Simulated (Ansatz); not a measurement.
Reactions of CH₃Br₂In, SMILES `[CH3][In]([Br])[Br]`.

Gas-phase electronic energies from Ansatz, PBE0-D4/def2-TZVP geometries. CCSD(T)/CBS is the MP2 limit (def2-TZVPP, def2-QZVPP) plus CCSD(T) − MP2 in def2-TZVPP, frozen cores. This one scheme is used for every species, atoms too. Open shells (•) are unrestricted, without spin–orbit coupling. Spin–orbit coupling would lower the free atoms: a little for C; clearly for Br; strongly for In. Elements past krypton have def2 core potentials. For Br, In outer-core shells are correlated without core-valence functions, so the limit isn't a true one: a few kJ/mol of doubt a bond, and 10 to 20 or more in all where bonds break to atoms. Scalar relativity is left out up to krypton. One conformer a species, not always the lowest.

Problem. Order these by ΔE at CCSD(T)/CBS, lowest first. (Estimate.)
A. `[CH3][In]([Br])[Br]` + H₂ → `[Br][InH][Br]` + CH₄
B. `[CH3][In]([Br])[Br]` + H₂S → `[CH3][In]([SH])[Br]` + HBr
C. `[CH3][In]([Br])[Br]` + HBr → `[Br][In]([Br])[Br]` + CH₄
D. `[CH3][In]([Br])[Br]` → 2 Br• + C• + 3 H• + In•
E. `[CH3][In]([Br])[Br]` + `N[SiH](O)Br` → `CN[SiH](O)Br` + `[Br][InH][Br]`
F. `[CH3][In]([Br])[Br]` + HCl → `[Cl][In]([Br])[Br]` + CH₄
G. `[CH3][In]([Br])[Br]` → `[CH2]` (triplet) + `[Br][InH][Br]`
H. `[CH3][In]([Br])[Br]` + H₂ → `[CH3][InH][Br]` + HBr

Solution. C (-32.2 kcal/mol), F (-27.0 kcal/mol), A (-6.8 kcal/mol), B (+10.6 kcal/mol), E (+19.3 kcal/mol), H (+29.9 kcal/mol), G (+113.5 kcal/mol), D (+512.2 kcal/mol).

Largest T1 diagnostic: 0.015, for In•.
